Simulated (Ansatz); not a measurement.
`COc1ccc(-c2ccc(-c3ccc(-c4ccc(-c5ccc(-c6ccc(C(F)=C(F)F)cc6)s5)s4)s3)s2)cc1` with charge +1. The state is a doublet with charge 1. Geometry PBE-D4/def2-SVP, that of the neutral singlet.

Cartesian coordinates in Å:
```
C 10.641 4.454 6.715
O 10.668 4.509 5.301
C 9.585 4.059 4.615
C 9.666 4.130 3.206
C 8.609 3.693 2.414
C 7.420 3.171 2.988
C 6.313 2.725 2.145
C 6.145 2.859 0.767
C 4.935 2.311 0.280
C 4.142 1.740 1.278
C 2.856 1.103 1.168
C 2.051 0.555 2.171
C 0.837 0.015 1.690
C 0.681 0.134 0.307
C -0.412 -0.289 -0.527
C -0.546 -0.211 -1.916
C -1.771 -0.726 -2.396
C -2.606 -1.213 -1.387
C -3.916 -1.802 -1.493
C -4.729 -2.335 -0.490
C -5.965 -2.826 -0.969
C -6.133 -2.684 -2.347
C -7.264 -3.070 -3.182
C -8.471 -3.541 -2.604
C -9.561 -3.914 -3.387
C -9.502 -3.831 -4.801
C -10.603 -4.201 -5.685
F -10.375 -4.053 -7.013
C -11.835 -4.675 -5.365
F -12.756 -4.975 -6.263
F -12.258 -4.891 -4.126
C -8.301 -3.360 -5.386
C -7.214 -2.992 -4.595
S -4.718 -1.917 -3.045
S -1.844 -1.015 0.180
S 2.077 0.934 -0.394
S 4.934 1.891 2.834
C 7.358 3.108 4.398
C 8.416 3.539 5.208
H 11.608 4.861 7.063
H 9.816 5.070 7.139
H 10.533 3.410 7.088
H 10.586 4.532 2.757
H 8.708 3.750 1.320
H 6.881 3.360 0.123
H 4.632 2.332 -0.776
H 2.347 0.555 3.229
H 0.080 -0.459 2.331
H 0.237 0.211 -2.562
H -2.051 -0.753 -3.458
H -4.421 -2.370 0.565
H -6.721 -3.289 -0.322
H -8.562 -3.607 -1.510
H -10.473 -4.269 -2.891
H -8.229 -3.290 -6.480
H -6.294 -2.641 -5.088
H 6.450 2.718 4.884
H 8.316 3.470 6.299
```

Single mean-field runs in def2-SVP are fitted with def2-universal-jkfit.

Question: Estimate the α-spin orbital energies around the gap (eV) in Ansatz with PBE-D4/def2-SVP, PBE0-D4/def2-SVP.

Answer: 
```tsv
orbital	PBE-D4/def2-SVP	PBE0-D4/def2-SVP
HOMO−5	-8.79	-9.90
HOMO−4	-8.77	-9.81
HOMO−3	-8.47	-9.65
HOMO−2	-7.95	-9.03
HOMO−1	-7.48	-8.41
HOMO	-7.14	-8.06
LUMO	-5.56	-5.23
LUMO+1	-4.95	-4.44
LUMO+2	-4.37	-3.73
LUMO+3	-3.81	-3.07
LUMO+4	-3.64	-2.77
LUMO+5	-3.62	-2.67
β HOMO	-7.38	-8.08
β LUMO	-7.00	-6.98
```
